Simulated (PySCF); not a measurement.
germylsilane anion (GeH6Si), SMILES [SiH3][GeH3] (connectivity only; charge and spin as stated), charge -1, multiplicity 2. Atoms are numbered in the order given.

```xyz
8

Si    -1.7623    -0.0308     0.0000
Ge     0.8504     0.0101     0.0000
H     -2.0397     0.8774     1.1848
H     -3.0910    -0.8581     0.0000
H     -2.0397     0.8774    -1.1848
H      2.1171     1.0272     0.0000
H      1.2565    -0.9085    -1.2112
H      1.2565    -0.9085     1.2112
```
Charge -1, spin multiplicity 2.

Geometry: PBE0-D3(BJ)/def2-SVPD. The spin state was assumed, not searched.

Calculation: PBE/def2-TZVPD (PySCF).

Mulliken values depend strongly on the basis, most of all with diffuse functions as here. ESP charges are fitted to the potential on shells at 1.4 to 2.0 van der Waals radii. Atomic charges (e):

| atom | meta-Löwdin | ESP fit | Mulliken | Mulliken spin |
|---|---|---|---|---|
| Si1 | ___ | -0.05 | -0.39 | 0.45 |
| Ge2 | ___ | 0.13 | -0.67 | 0.32 |
| H3 | ___ | -0.13 | -0.03 | -0.01 |
| H4 | ___ | -0.22 | -0.06 | 0.12 |
| H5 | ___ | -0.13 | -0.03 | -0.01 |
| H6 | ___ | -0.25 | 0.05 | 0.14 |
| H7 | ___ | -0.18 | 0.06 | -0.01 |
| H8 | ___ | -0.18 | 0.06 | -0.01 |

Q: Some entries are withheld; supply them. (Estimate from the structure and the level; the computed values follow.)

A: 
- Si1, meta-Löwdin: -0.10
- Ge2, meta-Löwdin: -0.19
- H3, meta-Löwdin: -0.11
- H4, meta-Löwdin: -0.16
- H5, meta-Löwdin: -0.11
- H6, meta-Löwdin: -0.14
- H7, meta-Löwdin: -0.09
- H8, meta-Löwdin: -0.09
